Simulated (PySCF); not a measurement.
A GIAO shielding run with PySCF 2.14 (density fitting, non-relativistic, gas phase) on SMILES C1C[Si@H](C(=C)C)OC1, C6H12OSi:

```
$ OMP_NUM_THREADS=1 python probes_run.py task.json out

{"job": {"kind": "nmr", "xc": "PBE0", "basis": "pcSseg-1"}, "charge": 0, "multiplicity": 1}
C     -1.799759    -1.082285     1.169884
C     -1.641926    -0.146067     0.223304
C     -2.662226     0.922067    -0.046046
Si    -0.074115    -0.188469    -0.797916
C      1.228555     1.106626    -0.348649
C      2.104290     0.289451     0.613304
C      2.154705    -1.144826     0.083722
O      0.862690    -1.518817    -0.354826
H     -1.041502    -1.854239     1.332693
H     -2.693576    -1.115690     1.806350
H     -3.536626     0.828934     0.616386
H     -2.236332     1.930354     0.095279
H     -3.018726     0.879947    -1.089119
H     -0.417747    -0.211867    -2.253294
H      0.841904     2.030250     0.106330
H      1.793789     1.393539    -1.252011
H      1.640605     0.282408     1.614365
H      3.117938     0.706383     0.728775
H      2.871283    -1.218030    -0.757569
H      2.487221    -1.854393     0.858586
```

Hardware: 1 thread of an Arm Neoverse N1, shared host. The job also computes population analyses, field gradients, ring-centre shieldings.

(1) How large is the calculation?

(2) How long does it take, and how much memory does it need?

(3) And these other runs on the same molecule and hardware: GIAO shielding at CAM-B3LYP/pcSseg-1?

Results:

(1) 70 electrons, 203 basis functions and 1072 auxiliary functions.

(2) 86 s of wall time, with 14 SCF cycles and 5 response iterations; peak memory 0.95 GiB. Times on a shared host scatter by some tens of per cent.

(3) CAM-B3LYP/pcSseg-1: 203 functions, 87 s.
